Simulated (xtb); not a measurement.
PbCl2, SMILES [Cl][Pb][Cl] (connectivity only; charge and spin as stated), neutral, multiplicity 1. All values are semi-empirical tight-binding results from xtb (GFN2-xTB unless named), good for trends rather than for accurate numbers. Geometry: GFN2-xTB. The isomer is the one that the SMILES or the coordinates give; other isomers of the formula were not compared.

Optimised geometry:

Bonded distances (Å): Pb1–Cl2 2.482, Pb1–Cl3 2.482. Angles (°): Cl2–Pb1–Cl3 100.9.

For metal compounds this method's bond lengths and energies can be far off.

* **point group as xtb finds it**: C2v
* **orbital gap**: 2.70 eV
* **zero-point energy**: 0.9 kcal/mol
* **G − E(el) at 298.15 K (modified RRHO)**: -18.5 kcal/mol

Computed atomic charges and the Wiberg bond orders between heavy atoms:
charges (e) Pb1 0.78, Cl2 -0.39, Cl3 -0.39. Bond orders Pb1–Cl2 0.97, Pb1–Cl3 0.97.
